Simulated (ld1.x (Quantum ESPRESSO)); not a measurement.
# An all-electron radial function and its pseudo partner (nitrogen)

Columns: radius, all-electron u(r) and pseudo u(r) of the 2s shell (level -49.16 eV) of nitrogen in the configuration [He] 2s2 2p1; PBE, scalar-relativistic, TM scheme, ld1.x (Quantum ESPRESSO) 7.5.

| r (bohr) | all-electron | pseudo |
| --- | --- | --- |
| 0.082 | 0.4076 | -0.0731 |
| 0.165 | 0.3943 | -0.1508 |
| 0.248 | 0.2025 | -0.2358 |
| 0.330 | -0.0412 | -0.3304 |
| 0.413 | -0.2836 | -0.4383 |
| 0.495 | -0.4924 | -0.5552 |
| 0.578 | -0.6635 | -0.6767 |
| 0.660 | -0.7916 | -0.7876 |
| 0.742 | -0.8810 | -0.8764 |
| 0.825 | -0.9366 | -0.9351 |
| 0.908 | -0.9626 | -0.9624 |
| 0.990 | -0.9645 | -0.9645 |
| 1.072 | -0.9481 | -0.9481 |
| 1.155 | -0.9173 | -0.9173 |
| 1.238 | -0.8763 | -0.8763 |
| 1.320 | -0.8290 | -0.8290 |
| 1.402 | -0.7775 | -0.7775 |
| 1.485 | -0.7232 | -0.7232 |
| 1.568 | -0.6684 | -0.6684 |
| 1.650 | -0.6151 | -0.6151 |
| 1.733 | -0.5628 | -0.5628 |
| 1.815 | -0.5134 | -0.5134 |
| 1.898 | -0.4661 | -0.4661 |
| 1.980 | -0.4224 | -0.4224 |
| 2.062 | -0.3817 | -0.3817 |
| 2.145 | -0.3436 | -0.3436 |

How many radial nodes do the two functions have?

The all-electron 2s function has n − l − 1 = 1; the pseudo-wave has 0, since the states of the same l below it are removed with the core.

At about which radius was the pseudo-wave matched?

1.00 bohr. The columns agree to 0.0005 from 0.91 bohr on; several derivatives are matched, so the curves merge somewhat inside the radius.

Is the pseudo-wave norm-conserving?

Yes: the TM scheme keeps the norm inside the radius equal to the all-electron one, which fixes the energy derivative of the logarithmic derivative at the level.
